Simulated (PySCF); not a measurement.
## From HF to CCSD(T): MS along the second period

HF and CCSD(T) in PySCF with def2-SVPD on every atom, for the lowest determinant that a PBE0 search found; no spin–orbit coupling.

| molecule | state (unpaired electrons) | HF Re (Å) | HF ωe (cm⁻¹) | HF De (eV) | CCSD(T) Re (Å) | CCSD(T) ωe (cm⁻¹) | CCSD(T) De (eV) |
| --- | --- | --- | --- | --- | --- | --- | --- |
| BeS | singlet (closed shell) | 1.744 | 1041 | 1.59 | ? | ? | ? |
| BS | doublet (σ ↑) | 1.603 | 1274 | 4.28 | 1.632 | 1177 | 5.46 |
| CS | singlet (closed shell) | 1.517 | 1435 | 4.13 | 1.554 | 1274 | 6.83 |
| SN | doublet (π ↑) | 1.476 | 1339 | 0.83 | 1.524 | 1184 | 4.05 |
| SF | doublet (π ↑) | 1.605 | 900 | 1.29 | 1.652 | 795 | 3.10 |

(1) Estimate the CCSD(T) values of BeS by adding the mean shift from HF to CCSD(T) of the other rows, and compare with the calculation.

(2) What are the mean differences of HF from CCSD(T) over the whole series?

In a basis of this size CCSD(T) is itself not converged; it tends to give bonds that are too long and too weak.

Correlated steps freeze the inner cores (5 to 6 orbitals); shallow outer-core shells are correlated. UHF and ROHF references stand side by side, which adds small steps between rows. Correlated levels converge slowly with the basis: in double zeta they bind strong bonds too weakly, by up to about 1 eV, and carry superposition errors of some tenths. Where the molecule has an RHF reference, its open-shell atoms are computed with UHF. The CCSD T1 diagnostic is raised in BeS, CS, a sign that a single reference may not be enough there. States were picked by a PBE0 search and need not be the measured ground states.

## Answers

(1) The mean shifts are +4.0 pm, -130 cm⁻¹ and +2.23 eV, which give 1.784 Å, 912 cm⁻¹ and 3.82 eV. CCSD(T)/def2-SVPD gives Re = 1.791 Å, ωe = 921 cm⁻¹, De = 2.49 eV.

(2) Re -4.2 pm, ωe +128 cm⁻¹, De -1.96 eV.
